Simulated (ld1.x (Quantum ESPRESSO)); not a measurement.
## chlorine (Cl): excitation energies, all-electron against PAW

Cl, PAW, made with ld1.x (Quantum ESPRESSO) 7.5 (LDA (PZ), scalar-relativistic). Core [Ne], reference 3s2 3p3 (charge +2). Waves: 3s (bound): rcut 0.90, rcutus 1.20 bohr; 3s channel at -1.3 Ry: rcut 0.90, rcutus 1.20 bohr; 3p (bound): rcut 1.30, rcutus 1.45 bohr; 3p channel at -1.85 Ry: rcut 1.30, rcutus 1.45 bohr. Local part: all-electron potential smoothed inside 1.35 bohr (lloc = -2). Core correction: Bessel-smoothed model core inside 1.25 bohr. Augmentation charge: PSQ, inside the norm-conserving radii.

Energies are relative to the spin-unpolarised reference configuration 3s2 3p3; without spin polarisation the order of configurations can differ from experiment. Spin-polarised rows fill each open shell by Hund’s rule, majority spin first.

| valence configuration | charge | ΔE all-electron (eV) | error AE − PS (meV) |
| --- | --- | --- | --- |
| 3s2 3p5 | 0 | -39.500 | -1.6 |
| 3s2 3p4 | +1 | -25.528 | -0.3 |
| 3s2 3p2 | +3 | 38.395 | -10 |
| 3s2 3p1 | +4 | 90.766 | -51 |
| 3s1 3p6 | 0 | -27.451 | -1.4 |
| 3s2 3p4.5 | +0.5 | -33.866 | -1.1 |
| 3s1 3p5 | +1 | -12.934 | -0.3 |

Question: What are ΔE and the potential's error for 3s2 3p3 (spin-polarised)?

Answer: ΔE = -2.386 eV all-electron; the error (AE − PS) is -2.4 meV.

Question: What are ΔE and the potential's error for 3s2 3p5 (spin-polarised)?

Answer: ΔE = -39.685 eV all-electron; the error (AE − PS) is -1.7 meV.

Levels in the configuration 3s2 3p5 (spin-polarised):

```
  level  all-electron (eV)  pseudo (eV)
  3s up            -21.079      -21.077
  3p up             -9.048       -9.046
3s down            -20.238      -20.236
3p down             -8.303       -8.302
```
